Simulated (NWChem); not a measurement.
# Lowest excitation of HBF2S

```
B
F 1 1.3170
F 1 1.3195 2 118.36
S 1 1.8022 2 119.46 3 180.00
H 4 1.3497 1 94.51 2 180.00
```
Charge 0, spin multiplicity 1.

Program: NWChem. The geometry was optimised at PBE0/def2-SVP, a minimum by its harmonic frequencies. It is one conformer; others weren't searched.

Basis set: 6-31+G*.

| method | lowest vertical singlet excitation energy (eV) | relative cost | difference from EOM-CCSD |
|---|---|---|---|
| TD-PBE | 6.30 | 1 | -0.53 |
| CIS | 7.13 | under 3 | +0.29 |
| TD-PBE0 | 6.68 | under 3 | -0.15 |
| TD-B3LYP | 6.47 | under 3 | -0.36 |
| EOM-CCSD | 6.83 | 5 | 0.00 |

The values span 0.82 eV, from TD-PBE (lowest) to CIS (highest). Costs are rough ratios of processor time within this set of runs, SCF included, with TD-PBE as 1.

The correlated methods keep 8 core orbitals frozen. B3LYP has NWChem's definition, with VWN1-RPA local correlation. The Pople sets run with spherical d functions. The structure started from a generated list of species. Differences from the coupled-cluster row are differences between methods, not errors against experiment.
